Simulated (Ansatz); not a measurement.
Calculation: r2SCAN-D4/def2-SVP run with Ansatz (an electronic-structure program). No frequencies were computed at this level.

Ansatz 0.2 input:
```yaml
crystal:
  periodic: [false, false, false]
  atoms:
    - { symbol: W, position_ang: [-0.020645, -0.000453, -0.046806] }
    - { symbol: N, position_ang: [-0.649476, 1.911348, -0.321731] }
    - { symbol: H, position_ang: [-1.278121, 2.443712, 0.288093] }
    - { symbol: H, position_ang: [-0.43125, 2.550148, -1.091966] }
    - { symbol: C, position_ang: [1.819981, 0.560822, 1.181634] }
    - { symbol: H, position_ang: [1.853228, 1.635589, 1.434157] }
    - { symbol: H, position_ang: [2.787737, 0.369277, 0.690937] }
    - { symbol: H, position_ang: [1.909832, 0.052587, 2.154962] }
    - { symbol: C, position_ang: [-1.809058, -0.920449, -1.129872] }
    - { symbol: H, position_ang: [-2.328501, -1.723389, -0.582687] }
    - { symbol: H, position_ang: [-1.580136, -1.371179, -2.109145] }
    - { symbol: H, position_ang: [-2.603991, -0.186213, -1.350273] }
    - { symbol: C, position_ang: [1.130563, 0.31203, -2.008233] }
    - { symbol: H, position_ang: [0.492085, 0.508552, -2.886565] }
    - { symbol: H, position_ang: [1.754001, -0.544426, -2.315367] }
    - { symbol: H, position_ang: [1.833485, 1.162443, -1.991802] }
    - { symbol: C, position_ang: [0.70605, -2.155441, 0.152998] }
    - { symbol: H, position_ang: [0.545439, -2.78362, -0.74088] }
    - { symbol: H, position_ang: [0.207407, -2.724245, 0.959413] }
    - { symbol: H, position_ang: [1.779957, -2.286795, 0.370421] }
    - { symbol: C, position_ang: [-1.24741, 0.025906, 1.895415] }
    - { symbol: H, position_ang: [-0.976379, 0.837652, 2.591638] }
    - { symbol: H, position_ang: [-1.159055, -0.888285, 2.506959] }
    - { symbol: H, position_ang: [-2.334354, 0.146903, 1.75178] }
basis:
  gaussian: { orbitals: def2-svp }
hamiltonian:
  xc: r2scan
  dispersion: d4
relax:
  max_steps: 150
```

Output:

```
[...]
2255 factors; their error is unknown
mean field -8768.40018895 eV, -322.2327635088 hartree, gradient 2.6e-5 eV, S^2 0.000000; 0 other end points of the search recorded, 0 dependent functions left out
reference -8768.40020925 eV, -322.2327642549 hartree; 34, 34 occupied and 167, 167 virtual orbitals, 2255 factors
relax step  12: F+E_penalty+E_count = -8768.57837626 eV  Δ(F+E_penalty+E_count) = -6.832e-3 eV  max|allowed force component| = 1.250e-1 eV/Å  Δτ_max = 0.2000 Å  (35 SCF iters, accepted)
these checks for a lower state are left out or cut short: starts, cluster_reference, orbital_swaps, neighbouring_geometries, increment
2255 factors; their error is unknown
mean field evaluation 128: about -8768.4892 eV, gradient 1.3e-1 eV
mean field -8768.40806535 eV, -322.2330529610 hartree, gradient 1.0e-5 eV, S^2 0.000000; 0 other end points of the search recorded, 0 dependent functions left out
reference -8768.40808565 eV, -322.2330537071 hartree; 34, 34 occupied and 167, 167 virtual orbitals, 2255 factors
relax step  13: F+E_penalty+E_count = -8768.58637387 eV  Δ(F+E_penalty+E_count) = -7.998e-3 eV  max|allowed force component| = 1.506e-1 eV/Å  Δτ_max = 0.0926 Å  (34 SCF iters, accepted)
these checks for a lower state are left out or cut short: starts, cluster_reference, orbital_swaps, neighbouring_geometries, increment
2255 factors; their error is unknown
mean field -8768.41386888 eV, -322.2332662370 hartree, gradient 1.4e-5 eV, S^2 0.000000; 0 other end points of the search recorded, 0 dependent functions left out
reference -8768.41388897 eV, -322.2332669753 hartree; 34, 34 occupied and 167, 167 virtual orbitals, 2255 factors
relax step  14: F+E_penalty+E_count = -8768.59251214 eV  Δ(F+E_penalty+E_count) = -6.138e-3 eV  max|allowed force component| = 3.499e-1 eV/Å  Δτ_max = 0.2000 Å  (39 SCF iters, accepted)
these checks for a lower state are left out or cut short: starts, cluster_reference, orbital_swaps, neighbouring_geometries, increment
2255 factors; their error is unknown
mean field -8768.42096854 eV, -322.2335271445 hartree, gradient 1.3e-5 eV, S^2 0.000000; 0 other end points of the search recorded, 0 dependent functions left out
reference -8768.42098866 eV, -322.2335278839 hartree; 34, 34 occupied and 167, 167 virtual orbitals, 2255 factors
relax step  15: F+E_penalty+E_count = -8768.59939787 eV  Δ(F+E_penalty+E_count) = -6.886e-3 eV  max|allowed force component| = 2.162e-1 eV/Å  Δτ_max = 0.0467 Å  (34 SCF iters, accepted)
these checks for a lower state are left out or cut short: starts, cluster_reference, orbital_swaps, neighbouring_geometries, increment
2255 factors; their error is unknown
mean field -8768.42462334 eV, -322.2336614559 hartree, gradient 2.2e-5 eV, S^2 0.000000; 0 other end points of the search recorded, 0 dependent functions left out
reference -8768.42464343 eV, -322.2336621942 hartree; 34, 34 occupied and 167, 167 virtual orbitals, 2255 factors
relax step  16: F+E_penalty+E_count = -8768.60293685 eV  Δ(F+E_penalty+E_count) = -3.539e-3 eV  max|allowed force component| = 1.731e-1 eV/Å  Δτ_max = 0.0766 Å  (34 SCF iters, accepted)
these checks for a lower state are left out or cut short: starts, cluster_reference, orbital_swaps, neighbouring_geometries, increment
2255 factors; their error is unknown
mean field evaluation 160: about -8768.4262 eV, gradient 1.9e-3 eV
mean field -8768.42618829 eV, -322.2337189668 hartree, gradient 1.8e-5 eV, S^2 0.000000; 0 other end points of the search recorded, 0 dependent functions left out
reference -8768.42620835 eV, -322.2337197040 hartree; 34, 34 occupied and 167, 167 virtual orbitals, 2255 factors
relax step  17: F+E_penalty+E_count = -8768.60454772 eV  Δ(F+E_penalty+E_count) = -1.611e-3 eV  max|allowed force component| = 2.063e-1 eV/Å  Δτ_max = 0.0632 Å  (34 SCF iters, accepted)
these checks for a lower state are left out or cut short: starts, cluster_reference, orbital_swaps, neighbouring_geometries, increment
2255 factors; their error is unknown
mean field -8768.42728505 eV, -322.2337592721 hartree, gradient 1.5e-5 eV, S^2 0.000000; 0 other end points of the search recorded, 0 dependent functions left out
reference -8768.42730510 eV, -322.2337600089 hartree; 34, 34 occupied and 167, 167 virtual orbitals, 2255 factors
relax step  18: F+E_penalty+E_count = -8768.60573866 eV  Δ(F+E_penalty+E_count) = -1.191e-3 eV  max|allowed force component| = 2.328e-1 eV/Å  Δτ_max = 0.0418 Å  (34 SCF iters, accepted)
these checks for a lower state are left out or cut short: starts, cluster_reference, orbital_swaps, neighbouring_geometries, increment
2255 factors; their error is unknown
mean field -8768.42831393 eV, -322.2337970826 hartree, gradient 1.4e-5 eV, S^2 0.000000; 0 other end points of the search recorded, 0 dependent functions left out
reference -8768.42833399 eV, -322.2337978200 hartree; 34, 34 occupied and 167, 167 virtual orbitals, 2255 factors
relax step  19: F+E_penalty+E_count = -8768.60683851 eV  Δ(F+E_penalty+E_count) = -1.100e-3 eV  max|allowed force component| = 1.523e-1 eV/Å  Δτ_max = 0.0260 Å  (34 SCF iters, accepted)
these checks for a lower state are left out or cut short: starts, cluster_reference, orbital_swaps, neighbouring_geometries, increment
2255 factors; their error is unknown
mean field -8768.42908249 eV, -322.2338253268 hartree, gradient 1.4e-5 eV, S^2 0.000000; 0 other end points of the search recorded, 0 dependent functions left out
reference -8768.42910257 eV, -322.2338260648 hartree; 34, 34 occupied and 167, 167 virtual orbitals, 2255 factors
relax step  20: F+E_penalty+E_count = -8768.60763852 eV  Δ(F+E_penalty+E_count) = -8.000e-4 eV  max|allowed force component| = 5.273e-2 eV/Å  Δτ_max = 0.0400 Å  (33 SCF iters, accepted)
these checks for a lower state are left out or cut short: starts, cluster_reference, orbital_swaps, neighbouring_geometries, increment
2255 factors; their error is unknown
mean field -8768.42942711 eV, -322.2338379912 hartree, gradient 1.4e-5 eV, S^2 0.000000; 0 other end points of the search recorded, 0 dependent functions left out
reference -8768.42944719 eV, -322.2338387295 hartree; 34, 34 occupied and 167, 167 virtual orbitals, 2255 factors
relax step  21: F+E_penalty+E_count = -8768.60797480 eV  Δ(F+E_penalty+E_count) = -3.363e-4 eV  max|allowed force component| = 3.337e-2 eV/Å  Δτ_max = 0.0218 Å  (35 SCF iters, accepted)
these checks for a lower state are left out or cut short: starts, cluster_reference, orbital_swaps, neighbouring_geometries, increment
2255 factors; their error is unknown
mean field evaluation 192: about -8768.5134 eV, gradient 3.3e-3 eV
mean field -8768.42963374 eV, -322.2338455847 hartree, gradient 1.3e-5 eV, S^2 0.000000; 0 other end points of the search recorded, 0 dependent functions left out
reference -8768.42965383 eV, -322.2338463232 hartree; 34, 34 occupied and 167, 167 virtual orbitals, 2255 factors
relax step  22: F+E_penalty+E_count = -8768.60817868 eV  Δ(F+E_penalty+E_count) = -2.039e-4 eV  max|allowed force component| = 4.224e-2 eV/Å  Δτ_max = 0.0188 Å  (35 SCF iters, accepted)
these checks for a lower state are left out or cut short: starts, cluster_reference, orbital_swaps, neighbouring_geometries, increment
2255 factors; their error is unknown
mean field -8768.42985433 eV, -322.2338536912 hartree, gradient 1.4e-5 eV, S^2 0.000000; 0 other end points of the search recorded, 0 dependent functions left out
reference -8768.42987443 eV, -322.2338544302 hartree; 34, 34 occupied and 167, 167 virtual orbitals, 2255 factors
relax step  23: F+E_penalty+E_count = -8768.60840125 eV  Δ(F+E_penalty+E_count) = -2.226e-4 eV  max|allowed force component| = 3.706e-2 eV/Å  Δτ_max = 0.0312 Å  (34 SCF iters, accepted)
these checks for a lower state are left out or cut short: starts, cluster_reference, orbital_swaps, neighbouring_geometries, increment
2255 factors; their error is unknown
mean field -8768.43000415 eV, -322.2338591973 hartree, gradient 1.4e-5 eV, S^2 0.000000; 0 other end points of the search recorded, 0 dependent functions left out
reference -8768.43002428 eV, -322.2338599368 hartree; 34, 34 occupied and 167, 167 virtual orbitals, 2255 factors
relax step  24: F+E_penalty+E_count = -8768.60856305 eV  Δ(F+E_penalty+E_count) = -1.618e-4 eV  max|allowed force component| = 2.197e-2 eV/Å  Δτ_max = 0.0275 Å  (34 SCF iters, accepted)
these checks for a lower state are left out or cut short: starts, cluster_reference, orbital_swaps, neighbouring_geometries, increment
2255 factors; their error is unknown
mean field -8768.43010019 eV, -322.2338627265 hartree, gradient 1.3e-5 eV, S^2 0.000000; 0 other end points of the search recorded, 0 dependent functions left out
reference -8768.43012033 eV, -322.2338634668 hartree; 34, 34 occupied and 167, 167 virtual orbitals, 2255 factors
relax step  25: F+E_penalty+E_count = -8768.60867387 eV  Δ(F+E_penalty+E_count) = -1.108e-4 eV  max|allowed force component| = 1.905e-2 eV/Å  Δτ_max = 0.0235 Å  (34 SCF iters, accepted)
these checks for a lower state are left out or cut short: starts, cluster_reference, orbital_swaps, neighbouring_geometries, increment
2255 factors; their error is unknown
mean field evaluation 224: about -8768.4301 eV, gradient 1.3e-5 eV
mean field -8768.43012660 eV, -322.2338636970 hartree, gradient 1.4e-5 eV, S^2 0.000000; 0 other end points of the search recorded, 0 dependent functions left out
reference -8768.43014675 eV, -322.2338644377 hartree; 34, 34 occupied and 167, 167 virtual orbitals, 2255 factors
relax step  26: F+E_penalty+E_count = -8768.60871225 eV  Δ(F+E_penalty+E_count) = -3.838e-5 eV  max|allowed force component| = 2.093e-2 eV/Å  Δτ_max = 0.0139 Å  (35 SCF iters, accepted)
these checks for a lower state are left out or cut short: starts, cluster_reference, orbital_swaps, neighbouring_geometries, increment
2255 factors; their error is unknown
mean field -8768.43016398 eV, -322.2338650709 hartree, gradient 1.3e-5 eV, S^2 0.000000; 0 other end points of the search recorded, 0 dependent functions left out
reference -8768.43018415 eV, -322.2338658122 hartree; 34, 34 occupied and 167, 167 virtual orbitals, 2255 factors
relax step  27: F+E_penalty+E_count = -8768.60875513 eV  Δ(F+E_penalty+E_count) = -4.288e-5 eV  max|allowed force component| = 1.299e-2 eV/Å  Δτ_max = 0.0066 Å  (36 SCF iters, accepted)
these checks for a lower state are left out or cut short: starts, cluster_reference, orbital_swaps, neighbouring_geometries, increment
2255 factors; their error is unknown
mean field -8768.43018371 eV, -322.2338657960 hartree, gradient 1.3e-5 eV, S^2 0.000000; 0 other end points of the search recorded, 0 dependent functions left out
reference -8768.43020389 eV, -322.2338665377 hartree; 34, 34 occupied and 167, 167 virtual orbitals, 2255 factors
relax step  28: F+E_penalty+E_count = -8768.60877727 eV  Δ(F+E_penalty+E_count) = -2.214e-5 eV  max|allowed force component| = 5.301e-3 eV/Å  Δτ_max = 0.0039 Å  (36 SCF iters, accepted)
2255 factors; their error is unknown
mean field evaluation 256: about -8768.4302 eV, gradient 1.1e-2 eV
mean field -8768.43018371 eV, -322.2338657960 hartree, gradient 2.1e-5 eV, S^2 0.000000; 1 other end points of the search recorded, 0 dependent functions left out
reference -8768.43020389 eV, -322.2338665377 hartree; 34, 34 occupied and 167, 167 virtual orbitals, 2255 factors
Total energy: -8768.60879745 eV, -322.2404297298 hartree
Atom 0 at     0.122582    -0.050230    -0.061591 Å, force     0.001902     0.001196     0.002643 eV/Å
Atom 1 at    -0.776497     1.596388    -0.750285 Å, force    -0.004322     0.002475     0.000411 eV/Å
Atom 2 at    -1.656873     1.953065    -0.383191 Å, force     0.003185    -0.000145    -0.000064 eV/Å
Atom 3 at    -0.634524     1.931967    -1.702313 Å, force     0.000572    -0.000426    -0.001414 eV/Å
Atom 4 at     1.479277     0.054808     1.562686 Å, force    -0.000737    -0.000288    -0.005302 eV/Å
Atom 5 at     1.633345     1.090976     1.901002 Å, force     0.000792     0.004092     0.001269 eV/Å
Atom 6 at     2.422858    -0.306826     1.107106 Å, force     0.002941    -0.001118    -0.001324 eV/Å
Atom 7 at     1.241990    -0.578437     2.431339 Å, force    -0.002278    -0.003522     0.003161 eV/Å
Atom 8 at    -1.764715    -1.055967    -0.381577 Å, force     0.001669     0.000770     0.001638 eV/Å
Atom 9 at    -1.822071    -1.976311     0.222330 Å, force     0.001026    -0.000388    -0.000333 eV/Å
Atom 10 at    -1.724827    -1.346696    -1.447794 Å, force    -0.001124    -0.000554    -0.002177 eV/Å
Atom 11 at    -2.667101    -0.453401    -0.215143 Å, force     0.000309     0.001401     0.000402 eV/Å
Atom 12 at     1.368176     0.580139    -1.718724 Å, force    -0.002849     0.001830     0.002427 eV/Å
Atom 13 at     0.919700     0.220446    -2.663098 Å, force    -0.000050    -0.001403    -0.000605 eV/Å
Atom 14 at     2.328520     0.046222    -1.603059 Å, force     0.001629     0.000081    -0.000997 eV/Å
Atom 15 at     1.563521     1.658869    -1.796536 Å, force    -0.000045     0.000058     0.000114 eV/Å
Atom 16 at     0.782560    -2.056334    -0.576960 Å, force    -0.000329     0.000005     0.001095 eV/Å
Atom 17 at     0.429624    -2.434990    -1.549483 Å, force    -0.000442    -0.000816    -0.001472 eV/Å
Atom 18 at     0.451962    -2.772747     0.198141 Å, force    -0.000733    -0.001810     0.001899 eV/Å
Atom 19 at     1.887633    -2.078267    -0.598342 Å, force     0.001623     0.000083    -0.000006 eV/Å
Atom 20 at    -1.141093     0.669367     1.615217 Å, force    -0.002224    -0.000028    -0.004211 eV/Å
Atom 21 at    -0.661964     1.479707     2.186650 Å, force     0.000795     0.000147    -0.000062 eV/Å
Atom 22 at    -1.216491    -0.217741     2.274116 Å, force    -0.000698    -0.001378     0.001625 eV/Å
Atom 23 at    -2.164205     0.978466     1.352588 Å, force    -0.000612    -0.000263     0.001282 eV/Å
Dipole moment:     0.013275     0.066231    -0.110459 e Å
```

Cost: about 10 core-minutes (a rough figure).
